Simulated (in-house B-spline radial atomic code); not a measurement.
Radial electron density of N IV (N3+), [He] 2s2. All numbers are computed (scalar-relativistic (X2C) wB97X, spin-polarised, spherical fractional occupations, exact exchange averaged over the configuration; Fermi nucleus of rms radius 2.5582 fm) with a radial B-spline atomic code at the basis-set limit, not measured.

Columns: r (bohr), 4πr²n(r) (electrons per bohr), bar.

```
 0.00836   0.1706 #
 0.00975    0.227 #
  0.0114   0.3024 ##
  0.0133   0.3998 ##
  0.0154   0.5195 ###
   0.018   0.6829 ####
   0.021   0.8896 #####
  0.0245    1.151 #######
  0.0285     1.47 #########
  0.0333    1.875 ###########
  0.0388    2.354 ##############
  0.0452    2.918 #################
  0.0527    3.569 #####################
  0.0615    4.295 #########################
  0.0716    5.054 ##############################
  0.0835    5.822 ##################################
  0.0974    6.528 #######################################
   0.114    7.103 ##########################################
   0.132    7.423 ############################################
   0.154    7.457 ############################################
    0.18    7.123 ##########################################
    0.21    6.424 ######################################
   0.244    5.452 ################################
   0.285    4.274 #########################
   0.332    3.124 ##################
   0.387    2.169 #############
   0.452     1.56 #########
   0.526    1.359 ########
   0.614    1.478 #########
   0.716    1.758 ##########
   0.834     1.99 ############
   0.973    2.008 ############
    1.13    1.777 ##########
    1.32     1.35 ########
    1.54   0.8635 #####
     1.8   0.4458 ###
    2.09   0.1923 #
    2.44  0.06482 
    2.85  0.01653 
    3.32 0.003139 
    3.87 0.0004288
```

On this grid the curve has 2 maxima, near 0.154, 0.973 bohr.

The 1s up radial function P(r) = rR(r), positive near the nucleus:

| r (bohr) | P |
| --- | --- |
| 0.00286 | 0.1014 |
| 0.00388 | 0.1361 |
| 0.00528 | 0.1828 |
| 0.00717 | 0.2442 |
| 0.00975 | 0.3252 |
| 0.0133 | 0.4316 |
| 0.018 | 0.5641 |
| 0.0245 | 0.7324 |
| 0.0333 | 0.9349 |
| 0.0452 | 1.167 |
| 0.0615 | 1.417 |
| 0.0835 | 1.651 |
| 0.114 | 1.829 |
| 0.154 | 1.883 |
| 0.21 | 1.765 |
| 0.285 | 1.459 |
| 0.387 | 1.016 |
| 0.526 | 0.5638 |
| 0.716 | 0.2321 |
| 0.973 | 0.06436 |
| 1.32 | 0.01048 |
